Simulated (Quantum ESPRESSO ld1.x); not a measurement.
Results of a calculation; reference values are marked as such.
Hf II, 71 electrons, occupied as [Xe] 4f14 5d1 6s2 (the NIST ground configuration). Code: ld1.x of Quantum ESPRESSO 7.5. Model: scalar-relativistic Kohn-Sham, LDA (Slater exchange, VWN5 correlation), spin-polarised, spherical densities, point nucleus; open shells are filled with parallel spins first.

Normalised radial functions P(r) = r R(r), r in bohr:

r	4f down	6s up
0.002352	0.0000	0.0373
0.003187	0.0000	0.0449
0.004319	0.0000	0.0526
0.005854	0.0000	0.0590
0.007933	0.0000	0.0620
0.01075	0.0001	0.0585
0.01457	0.0003	0.0446
0.01975	0.0008	0.0172
0.02676	0.0024	-0.0234
0.03627	0.0068	-0.0682
0.04916	0.0184	-0.0962
0.06663	0.0468	-0.0784
0.08958	0.1080	-0.0029
0.1214	0.2321	0.1004
0.1645	0.4435	0.1364
0.223	0.7370	0.0285
0.3022	1.0395	-0.1505
0.4096	1.2196	-0.1855
0.5551	1.1836	0.0247
0.7523	0.9609	0.2812
1.02	0.6592	0.2873
1.382	0.3812	-0.0255
1.873	0.1827	-0.4359
2.538	0.0700	-0.6554
3.44	0.0202	-0.5733
4.661	0.0039	-0.3173
6.318	0.0004	-0.1045
8.562	0.0000	-0.0182

4f down: eigenvalue -26.364 eV, 0 radial nodes, <r> = 0.674 bohr, 90 % of the charge inside 1.14 bohr. 6s up: eigenvalue -12.281 eV, 5 radial nodes at r = 0.0227, 0.0903, 0.234, 0.541, 1.36 bohr, <r> = 3.07 bohr, 90 % of the charge inside 4.46 bohr.
